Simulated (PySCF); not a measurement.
CH5FGeO.

```xyz
9

Ge     0.5531     0.0620    -0.3031
F      0.8606     0.8667     1.2113
O     -0.8868    -0.9282    -0.0966
C     -2.1413    -0.3433     0.1408
H      1.7062    -0.9012    -0.5724
H      0.2948     1.1858    -1.3184
H     -2.2092     0.0896     1.1544
H     -2.3823     0.4537    -0.5887
H     -2.9109    -1.1250     0.0503
```

Geometry: PBE0-D3(BJ)/def2-SVP. The values are those of a single conformer.

These are HF/pcSseg-1 (PySCF) values and carry that method's errors. Non-relativistic, no solvent.

Computed absolute GIAO shielding of each atom: isotropic value and principal components (ppm):
```tsv
atom	σ(iso)	σ11	σ22	σ33	span
Ge1	1523.2	1468.5	1538.3	1562.9	94.3
F2	413.1	363.4	418.8	457.0	93.6
O3	334.6	252.2	361.9	389.7	137.5
C4	140.5	115.6	118.4	187.4	71.9
H5	26.9	20.5	21.6	38.5	18.0
H6	26.8	20.8	22.0	37.7	16.8
H7	28.0	23.2	26.1	34.7	11.5
H8	28.4	24.2	26.1	34.9	10.7
H9	27.9	23.4	25.4	34.9	11.5
```
